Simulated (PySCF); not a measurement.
Compound: C₆H₆ClO (doublet state).
Cartesian coordinates in Å at the GFN2-xTB level; atoms count from 1:
```
atom  x, y, z in Å
C1     2.6649    0.1006    0.4072
O2     1.6477   -0.6398   -0.0264
C3     0.3874   -0.2252   -0.0365
C4    -0.1826    0.9555    0.3536
C5    -1.5919    0.8533    0.1165
Cl6   -2.6813    2.1274    0.4752
C7    -1.9188   -0.3451   -0.4075
C8    -0.6736   -1.1569   -0.5556
H9     2.5288    1.0959    0.7800
H10    3.6209   -0.3768    0.3574
H11    0.2951    1.8224    0.7656
H12   -2.8948   -0.6929   -0.6816
H13   -0.4859   -1.4374   -1.5945
H14   -0.7165   -2.0816    0.0246
```

The hyperfine couplings belong to this conformer and change with its torsions.

Identity: `[CH2]OC1=CC(Cl)=CC1` [radical].

Method: PySCF, UKS B3LYP, pcH-1 on C Cl H O, non-relativistic, mean-field spin-orbit, GIAO. One conformer (not necessarily the lowest) at the GFN2-xTB geometry, without solvent, vibrations or thermal averaging. Couplings are sensitive to structure, and on GFN2-xTB geometries they can be far from those on DFT ones. The SCF solution wasn't tested for stability.

Principal values of hyperfine tensors in MHz (contact, dipolar and spin–orbit terms together), for some of the nuclei:

| atom | isotope | A1 | A2 | A3 | alike by the symmetry of this geometry |
| --- | --- | --- | --- | --- | --- |
| C1 | 13C | 3.56 | 6.20 | 228.50 | none |
| H9 | 1H | -97.42 | -61.38 | -26.92 | none |
| H10 | 1H | -97.48 | -61.69 | -25.88 | none |
| O2 | 17O | -58.41 | 8.60 | 11.05 | none |
| H14 | 1H | 10.98 | 12.12 | 14.42 | H13 |
| C4 | 13C | 0.97 | 2.73 | 30.04 | none |
| C3 | 13C | -21.08 | -6.75 | -2.91 | none |
| H11 | 1H | -10.19 | -9.81 | -6.58 | none |

Problem. Give the isotropic coupling of each nucleus in MHz and in mT (g = 2.0029), and the anisotropic part.

Solution. a_iso is a third of the trace, T = A − a_iso, and a(mT) = a(MHz)/(g × 13.996).

| atom | a_iso (MHz) | a_iso (mT) | T1 | T2 | T3 |
| --- | --- | --- | --- | --- | --- |
| C1 | 79.42 | 2.833 | -75.86 | -73.22 | 149.08 |
| H9 | -61.90 | -2.208 | -35.51 | 0.53 | 34.99 |
| H10 | -61.68 | -2.200 | -35.79 | 0.00 | 35.80 |
| O2 | -12.92 | -0.461 | -45.49 | 21.52 | 23.97 |
| H14 | 12.51 | 0.446 | -1.52 | -0.39 | 1.91 |
| C4 | 11.25 | 0.401 | -10.28 | -8.52 | 18.80 |
| C3 | -10.25 | -0.366 | -10.84 | 3.49 | 7.34 |
| H11 | -8.86 | -0.316 | -1.33 | -0.95 | 2.28 |

Problem. What spin density at the nucleus of H10 lies behind its contact coupling (g_N = 5.58569)?

Solution. a_FC = (2μ0/3) gₑ μB g_N μN ρ(0)/(2S·h) = 800.24 MHz × g_N × ρ(0)/(2S), with ρ in bohr⁻³. With a_FC = -61.71 MHz and 2S = 1, ρ(0) = -0.01381 bohr⁻³. In magnitude that is 4.3 % of the 1/π = 0.318 of a free hydrogen atom.

Problem. C5 (13C, g_N = 1.40482) isn't in the table. Its spin density at the nucleus is -0.008879 bohr⁻³. What is its contact coupling?

Solution. By the same relation, a_FC = -9.98 MHz. Its full tensor has the principal values -16.52, -7.00, -6.49 MHz.

Problem. Which nucleus of the table has the largest anisotropic coupling, and what is its form?

Solution. C1: -75.9, -73.2, 149.1 MHz (the dipolar term alone has -75.7, -73.3, 149.0), axial, in the ratio −1:−1:+2, the form that spin in one p orbital centred on that nucleus gives.

Problem. In a single crystal, with the field along each principal axis of the tensor of H10 in turn, what first-order splitting does this nucleus give (isotropic g, quadrupole terms neglected)?

Solution. 2 lines (I = 1/2), spaced by |A_i|/(g × 13.996): 3.48, 2.20, 0.92 mT along the axes of A1, A2 and A3.
